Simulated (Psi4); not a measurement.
Dimer: CHN (SMILES C#N) (first 3 atoms) with GeH4 (SMILES [GeH4]); geometry from B3LYP-D3(BJ)/def2-TZVP, rigid monomers moved along the line of their centres of mass till H3···H8 is 4.03 Å.
(charge 0, multiplicity 1):
```tsv
atom	x (Å)	y (Å)	z (Å)
C	-0.1556	-0.0408	0.5189
N	-0.3097	0.4319	-0.5140
H	-0.0117	-0.4775	1.4829
Ge	0.2525	-0.0651	6.5218
H	-0.3988	1.1697	5.8832
H	-0.6627	-0.6427	7.6080
H	1.6174	0.3064	7.1137
H	0.4590	-1.1318	5.4279
```

Computed with SAPT0/aug-cc-pVDZ (Psi4 1.11).

Problem. Give the four SAPT terms and the total, and say what mostly holds the pair together.

Solution. electrostatics -0.05, exchange 0.00, induction -0.04, dispersion -0.09, total -0.17 kcal/mol; the largest attraction is dispersion.
